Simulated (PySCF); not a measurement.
A run for PySCF: R-MP2/6-31G* on CH7GeNO (a complex).

```python
from pyscf import gto, scf, dft, mp
from pyscf.data.elements import chemcore

mol = gto.M(
    atom='''
    Ge   -0.15182131   -0.51402076   -0.00192693
    H    -1.49489666    0.14345315    0.32297864
    H     0.05049723   -0.53408449   -1.53086324
    H    -0.07597583   -1.94448337    0.53690278
    H     0.99626272    0.32648531    0.59237580
    N     1.16941888    0.64135302    3.67246785
    C     0.04556373   -0.03907228    3.99663759
    O    -0.70189998   -0.56438662    3.20045922
    H     1.42816413    0.73529032    2.70266505
    H     1.74862168    1.05608480    4.38050412
    H    -0.13211738   -0.07220704    5.08666275
    ''',
    basis='6-31g*',
    cart=True,
    charge=0, spin=0, verbose=3, max_memory=1800)
mf = scf.RHF(mol)
mf.conv_tol = 1e-8
mf.max_cycle = 100
mf.kernel()
if not mf.converged:
    mf = mf.newton().run(mf.mo_coeff, mf.mo_occ)
pt = mp.MP2(mf, frozen=chemcore(mol)).run()
```

The log:

```
converged SCF energy = -2246.31196233834
E(RMP2) = -2247.03649385928  E_corr = -0.724531520944207
E(SCS-RMP2) = -2247.00878150277  E_corr = -0.696819164433156
```

Self-consistency was reached.

Cost: very roughly 4 core-seconds.
